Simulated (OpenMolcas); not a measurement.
Tb3+ with its 6 nearest oxide ions at 2.339 Å, on the Ca site of CaO (a = 4.8105 Å, distance in the model lattice 2.405 Å). The rest of the host is ab initio model potentials to 7.6 Å, with orthogonalisation functions on the cations behind the ligands, and point charges beyond; the distance is set by hand and nothing relaxes, and no local charge compensation is placed. Ligand basis ANO-RCC-VDZP.

| Property | Result |
| --- | --- |
| Program | OpenMolcas |
| Method | CASSCF |
| Basis | ANO-RCC-VDZP [7s6p4d2f1g] |
| Scalar Hamiltonian | DKH2, point nucleus |
| Active space | 8 electrons in 7 orbitals (4f) |
| State averaging | 2S+1 = 7 even, 7 roots; 2S+1 = 5 even, 62 roots kept (CI in the orbitals of an earlier block); 2S+1 = 3 even, 3 roots kept (CI in the orbitals of an earlier block, 0 in the spin-orbit step) |
| Spin-orbit coupling | state interaction with AMFI integrals over the reference wave functions |

(1) What is the spin-free ground state (labels of O, the rotations of Oh)?

(2) Where is the first state of the same spin?

(3) What are the lowest two levels with spin-orbit coupling?

(4) What is χT at 300 K, and how does it compare with the textbook value?

Results:

(1) 7A2, 1-fold in its orbital part, 100 % from free-ion F terms; it has the highest spin that f8 allows.

(2) 7T2 at 565 cm-1 above the ground state.

(3) A 1-fold level A1, then a 3-fold level T1 50.2 cm-1 above it. Their leading multiplicities are 7 (97 %) and 7 (97 %).

(4) Hund's rules give f8 the level 7F6 with g = 1.500, so an isolated free-ion multiplet has χT = g² J(J+1) / 8 = 11.812 cm3 K/mol. The computed 11.334 at 300 K differs by -4 %, through the field's splitting, the mixing of terms and any other multiplet in reach.

High states are left out of the spin-orbit mixing, which shifts the levels that they would mix with. Without dynamic correlation the ligand-field splitting of an f shell can come out too small, at times by half. The first state left out of the spin-orbit step lies near 46000 cm-1 above the lowest spin-free state of the reference (among the parities and spins computed), and the lists stop at four fifths of that energy or lower. No measured value stands beside these numbers; the geometry was set by hand and not optimised.
